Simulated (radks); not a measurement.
Results of a calculation; reference values are marked as such.
Species: H-. Configuration: [He]. Level of theory: scalar-relativistic Kohn-Sham, PBEsol, spin-polarised, spherical densities, point nucleus; Watson sphere of charge +1 and radius 2.48 bohr (a radial shooting solver on a logarithmic mesh with Libxc functionals).

Normalised radial functions P(r) = r R(r), r in bohr:

r	1s
0.09526	0.1347
0.1211	0.1669
0.154	0.2054
0.1957	0.2505
0.2488	0.3023
0.3163	0.3600
0.4021	0.4216
0.5111	0.4838
0.6446	0.5400
0.8195	0.5882
1.042	0.6196
1.324	0.6280
1.684	0.6081
2.14	0.5547
2.721	0.4608
3.459	0.3327
4.397	0.2038
5.589	0.1032
7.106	0.0411

1s: eigenvalue -5.841 eV, 0 radial nodes, <r> = 1.96 bohr, 90 % of the charge inside 3.49 bohr.
